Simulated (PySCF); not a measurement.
**Frontier orbitals and the lowest excitations**

Species: C₆H₉OP.
Geometry (GFN2-xTB, Å), atoms numbered from 1 in this order:
```xyz
17
C6H9OP angstrom
C     -1.5155    1.2592    0.5287
C     -0.9680    0.1160   -0.3289
C     -1.5802   -1.2213    0.0945
C      0.5255    0.0586   -0.2230
O      1.0441   -0.1698    0.9946
C      2.3766   -0.1975    0.9611
C      2.9324    0.0040   -0.2574
P      1.6801    0.2516   -1.4801
H     -2.5955    1.3239    0.4226
H     -1.2777    1.0890    1.5763
H     -1.0779    2.2067    0.2214
H     -1.2100    0.3064   -1.3800
H     -1.1893   -2.0288   -0.5209
H     -1.3416   -1.4298    1.1350
H     -2.6614   -1.1911   -0.0161
H      2.8625   -0.3764    1.9044
H      3.9889    0.0113   -0.4486
```

Theory: TDDFT wB97X-D/def2-SVPD, vertical, gas phase, core orbitals frozen in the response (PySCF 2.14.0, density-fitted response routines).

Kohn–Sham orbitals with the atoms that hold most of them (Löwdin shares over 4%, at most four atoms; ? is withheld):

```tsv
orbital	ε (eV)	atoms
LUMO+2	2.26	C1 13%, C3 13%, C6 9%, O5 8%
LUMO+1	2.23	C7 29%, C6 26%, P8 18%, O5 10%
LUMO	1.06	P8 35%, C4 29%, O5 14%, C7 8%
HOMO	-8.29	?
HOMO-1	-9.80	?
HOMO-2	-9.99	P8 66%, C7 11%, C4 10%, O5 7%
HOMO-3	-11.12	C2 16%, P8 15%, C4 14%, C7 13%
```

Problem. Give the leading atoms of the HOMO.

Solution. C4 (bonded to C, O and P) 30%; P8 (bonded to 2 C) 26%; C6 (bonded to C, O and H) 17%; C7 (bonded to C, P and H) 9%. By element: carbon 55% or more, phosphorus 26%.

Problem. Which atoms hold the HOMO-1, and with what shares?

Solution. C7 (bonded to C, P and H) 37%; O5 (bonded to 2 C) 19%; P8 (bonded to 2 C) 17%; C6 (bonded to C, O and H) 17%. By element: carbon 54% or more, oxygen 19%, phosphorus 17%.

Problem. The HOMO–LUMO gap is 9.34 eV. Where does the response calculation put the lowest singlet, and from which orbitals?

Solution. S1 is at 5.31 eV (f = 0.182), 4.04 eV below the gap, made of HOMO→LUMO (94%). 

Problem. Give energy, strength and leading configuration of S1, S3 and S8, and follow the Löwdin shares of the leading atoms from the occupied to the empty orbital.

Solution. 
- S1 (5.31 eV, f 0.182), HOMO→LUMO (94%): C4 30% → 29%, P8 26% → 35%
- S3 (6.10 eV, f 0.0085), HOMO-2→LUMO (89%): P8 66% → 35%, C7 11% → 8%, C4 10% → 29%
- S8 (7.43 eV, f 0.0015), HOMO-2→LUMO+1 (91%): P8 66% → 18%, C7 11% → 29%, C6 at most 7% → 26%

Löwdin shares depend on the basis, the more so with diffuse functions.

Rough CPU time on one thread of a shared machine: about 2.3 min.

One conformer stands for the species.
